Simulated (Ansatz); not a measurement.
C4H5O3, doublet, geometry from GFN2-xTB; CCSD(T)/STO-3G run with Ansatz (a quantum-chemistry and plane-wave program).

Here is a job for Ansatz.
Ansatz 0.2 input:
```yaml
crystal:
  periodic: [false, false, false]
  atoms:
    - {symbol: C, position_ang: [-2.15067560, 0.74350382, 0.15158791]}
    - {symbol: C, position_ang: [-1.05986199, 0.08425735, -0.57504673]}
    - {symbol: C, position_ang: [-0.61103755, -1.28156411, 0.06243273]}
    - {symbol: O, position_ang: [0.71985863, -1.05379853, 0.45559543]}
    - {symbol: C, position_ang: [1.12041832, 0.18444962, 0.10502653]}
    - {symbol: O, position_ang: [2.20097324, 0.62109308, 0.31602604]}
    - {symbol: O, position_ang: [0.13788609, 0.85047907, -0.51530029]}
    - {symbol: H, position_ang: [-1.92380132, 1.40052163, 0.96689958]}
    - {symbol: H, position_ang: [-3.16763097, 0.57378294, -0.13574301]}
    - {symbol: H, position_ang: [-1.31982611, -0.06193467, -1.63134197]}
    - {symbol: H, position_ang: [-1.20932328, -1.53438179, 0.94204435]}
    - {symbol: H, position_ang: [-0.64222117, -2.10405719, -0.65643091]}
basis:
  gaussian:
    orbitals: STO-3G
magnetization: {spin_polarized: true, initial_magnetization: 1}
correlation: {method: ccsd_t, electrons: outside_noble_gas}
accuracy: high
```

What the program printed (banner, timings and long lists left out):

```
Functional definition: HF
907 factors; integrals over basis functions are off by at most 2.6e-9 eV
mean field evaluation 1: about -10170.8220 eV, gradient 3.1e1 eV
mean field evaluation 2: about -10171.2249 eV, gradient 3.2e1 eV
mean field evaluation 4: about -10177.6539 eV, gradient 3.0e0 eV
mean field evaluation 8: about -10177.7672 eV, gradient 1.1e-1 eV
mean field evaluation 16: about -10177.7635 eV, gradient 4.8e-1 eV
mean field evaluation 32: about -10173.2846 eV, gradient 8.8e-1 eV
mean field -10177.76748286 eV, -374.0260562567 hartree, gradient 1.7e-8 eV, S^2 0.765434; 3 other end points of the search recorded, 0 dependent functions left out
7 core orbitals not correlated
reference -10177.76748286 eV, -374.0260562567 hartree; 20, 19 occupied and 13, 14 virtual orbitals, 907 factors
second order -8.63305431 eV of doubles, -0.00000000 eV of singles
cycle   1  -9.67442079 eV  change    -1.0e0 eV  update   1.1e-1
cycle   2  -10.24790754 eV  change   -5.7e-1 eV  update   3.7e-2
cycle   3  -10.42117327 eV  change   -1.7e-1 eV  update   1.8e-2
cycle   4  -10.43615477 eV  change   -1.5e-2 eV  update   5.0e-3
cycle   5  -10.43740991 eV  change   -1.3e-3 eV  update   2.1e-3
cycle   6  -10.43769277 eV  change   -2.8e-4 eV  update   8.8e-4
cycle   7  -10.43790591 eV  change   -2.1e-4 eV  update   3.0e-4
cycle   8  -10.43805999 eV  change   -1.5e-4 eV  update   1.3e-4
cycle   9  -10.43809378 eV  change   -3.4e-5 eV  update   5.2e-5
cycle  10  -10.43807910 eV  change    1.5e-5 eV  update   2.4e-5
cycle  11  -10.43806934 eV  change    9.8e-6 eV  update   9.9e-6
cycle  12  -10.43806682 eV  change    2.5e-6 eV  update   3.2e-6
cycle  13  -10.43806987 eV  change   -3.1e-6 eV  update   1.5e-6
cycle  14  -10.43807127 eV  change   -1.4e-6 eV  update   7.7e-7
cycle  15  -10.43807162 eV  change   -3.5e-7 eV  update   4.1e-7
cycle  16  -10.43807179 eV  change   -1.8e-7 eV  update   2.3e-7
cycle  17  -10.43807161 eV  change    1.8e-7 eV  update   1.2e-7
cycle  18  -10.43807163 eV  change   -1.1e-8 eV  update   6.3e-8
cycle  19  -10.43807161 eV  change    1.6e-8 eV  update   3.9e-8
cycle  20  -10.43807191 eV  change   -3.0e-7 eV  update   1.7e-7
cycle  21  -10.43807190 eV  change    8.0e-9 eV  update   5.5e-8
cycle  22  -10.43807194 eV  change   -3.9e-8 eV  update   2.0e-8
cycle  23  -10.43807195 eV  change   -6.7e-9 eV  update   8.5e-9
cycle  24  -10.43807195 eV  change   -4.8e-9 eV  update   3.7e-9
cycle  25  -10.43807195 eV  change   -1.3e-9 eV  update   1.8e-9
perturbative correction -0.32916022 eV, -0.0120964148 hartree
Total energy: -10188.53471503 eV, -374.4217447406 hartree
```
